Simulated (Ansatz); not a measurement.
## Energy profile

The step: CH₆Sn ([CH3][SnH3]) + HF → SnH₃F ([F][SnH3]) + CH₄; bonds formed: Sn1–F7, C2–H6; bonds broken: Sn1–C2, H6–F7 (atoms numbered as in the saddle structure below).

```csv
atom,x (Å),y (Å),z (Å)
Sn1,-0.6973,0.9989,-0.1579
C2,0.4777,-1.1248,-0.1027
H3,-1.6255,0.2109,-1.3802
H4,-1.7200,1.3126,1.1593
H5,0.1389,2.2865,-0.8808
H6,0.8304,-0.1153,0.7038
F7,0.9846,0.9069,1.3324
H8,-0.4163,-1.7210,0.0779
H9,0.7227,-1.1235,-1.1644
H10,1.3047,-1.6311,0.4125
```

Electronic energies by CCSD(T) at an estimated basis limit (MP2 extrapolated from triple and quadruple zeta, plus CCSD(T) − MP2 in triple zeta), on PBE0-D4/def2-TZVP structures; CH$_{7}$FSn, closed shell; no counterpoise correction. Ansatz 0.2.0; basis: def2-TZVPP and def2-QZVPP; cores frozen in the correlated methods. Filled d shells of the heavier atoms are correlated. Core potentials replace the inner electrons of the atoms past krypton. The def2 sets are not built for correlating such inner shells, so the correlated values are less sure here. Extrapolation: Hartree–Fock as exp(−7.88 √X), correlation as X^−2.97.

Q: Give the profile in eV, counted from the separated reactants. (Judge from chemistry; the value comes from the calculation.)

A: By the calculation:
| point | eV |
| --- | --- |
| separated: CH$_{6}$Sn (linked as [CH3][SnH3]; Sn1, C2, H3, H4, H5, H8, H9, H10; singlet) + HF (H6, F7; singlet) | 0.000 |
| start structure | -0.118 |
| saddle | 1.282 |
| end structure | -0.802 |
| separated: SnH$_{3}$F (linked as [F][SnH3]; Sn1, H3, H4, H5, F7; singlet) + CH$_{4}$ (C2, H6, H8, H9, H10; singlet) | -0.747 |

T1 diagnostic: at most 0.014.

For scale, one of the runs: CCSD(T)/def2-TZVPP, 210 basis functions, launched by `ansatz run in.yaml --threads 4 --pin off --events-out ev --progress --plain --max-ram 9574MiB`. The run took 110 s on 4 CPU threads of an Intel Xeon (shared host), with 3.3 GiB of host memory at its peak.
